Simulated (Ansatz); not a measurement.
Series B-XY, Y = amino, computed as singlets and as triplets. Isolated molecules, 0 K electronic values unless said otherwise. One relaxed conformer stands for each flexible species; it need not be the lowest. Strings in code marks are SMILES.

Quantity: adiabatic spin-state energy, in kcal/mol.

A: `N[B-][SiH3]`: multiplicity 3 minus multiplicity 1
B: `N[B-][AlH2]`: multiplicity 3 minus multiplicity 1
C: `N#C[B-]N`: multiplicity 3 minus multiplicity 1
D: `N[B-]C=O`: multiplicity 3 minus multiplicity 1
E: `[C-]#[N+][B-]N`: multiplicity 3 minus multiplicity 1
F: `B[B-]N`: multiplicity 3 minus multiplicity 1

Problem. Rank these by adiabatic spin-state energy (lowest first), as CAM-B3LYP/aug-cc-pVTZ // PBE0-D3(BJ)/def2-TZVPD (Ansatz, an electronic-structure program) gives it.

Solution. B (11.5 kcal/mol), D (12.5 kcal/mol), A (17.3 kcal/mol), C (19.6 kcal/mol), F (22.4 kcal/mol), E (27.3 kcal/mol)
